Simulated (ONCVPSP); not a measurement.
**aluminium: variants of one ONCV potential**

Base potential:

| Property | Result |
| --- | --- |
| Element | Al (Z = 13) |
| Generator | ONCVPSP 4.0.1 |
| Type | optimised norm-conserving Vanderbilt (ONCV) |
| Functional | PBEsol |
| Relativity | scalar-relativistic |
| Frozen core | [Ne] |
| Valence charge | 3 |
| Reference configuration | 3s2 3p1 |
| Partial waves | 3s: rc 1.45 bohr, ncon 3, nbas 7, qcut 4.8 1/bohr, 2 projectors, debl 3.4 Ha; 3p: rc 2.70 bohr, ncon 4, nbas 8, qcut 3 1/bohr, 1 projector; d scattering state at 0.31 Ha: rc 2.45 bohr, ncon 4, nbas 9, qcut 4.5 1/bohr, 2 projectors, debl 2.7 Ha |
| Local potential | polynomial inside 1.40 bohr (lpopt 5, dvloc0 0 Ha) |
| Core correction | Teter function, fcfact 4.5, rcfact 1.35 |

Cutoffs, loose and tight: the cutoffs (Ha) at which the residual kinetic energy of the hardest occupied pseudo-wave falls to 1 and 0.1 mHa per electron. They do not see the model core or the augmentation charge, which bear on the density cutoff. Test errors are all-electron minus pseudo excitation energies from the reference, over the configurations 3s2 3p0; 3s1 3p0; 3s2 3p0.5; 3s1 3p2. A dash means not determined; rows that change the core or the reference have their own tests.

For the base: The cutoffs count occupied waves only; projector 2 of the s channel, the hardest unoccupied one, needs 63 Ha at the loose tolerance.

A true bound ghost makes a file unfit for plane-wave use even where its test errors are small: the radial tests pick states by their node count and pass the ghost by.

```tsv
change	outcome	cutoff, loose	cutoff, tight	bound ghosts	GHOST(+) flags above zero	largest test error (meV)
base	generated	7.1 Ha	43 Ha	s	none	-25
core correction Teter function, fcfact 4.5, rcfact 1	generated	7.1 Ha	43 Ha	s	none	-7.1
core correction Teter function, fcfact 4.5, rcfact 1.1	generated	7.1 Ha	43 Ha	s	none	-12
core correction Teter function, fcfact 4.5, rcfact 1.24	generated	7.1 Ha	43 Ha	s	none	-17
core correction Teter function, fcfact 4.5, rcfact 1.4	generated	7.1 Ha	43 Ha	s	none	-31
core correction Teter function, fcfact 4.5, rcfact 1.48	generated	7.1 Ha	43 Ha	s	none	-45
core correction Teter function, fcfact 4.5, rcfact 1.66	generated	7.1 Ha	43 Ha	s	none	-106
core correction Teter function, fcfact 4.5, rcfact 1.74	generated	7.1 Ha	43 Ha	s	none	-147
core correction Teter function, fcfact 4.5, rcfact 1.94	generated	7.1 Ha	43 Ha	s	none	-286
core correction Teter function, fcfact 4.5, rcfact 2.04	generated	7.1 Ha	43 Ha	s	none	-367
```

Reading the sweep of the rcfact (base included, trends over the rows without a ghost): Bound ghosts are found at 1, 1.1, 1.24, 1.35, 1.4, 1.48, 1.66, 1.74, 1.94, 2.04. Every judged row has one, so this setting neither creates nor removes them.
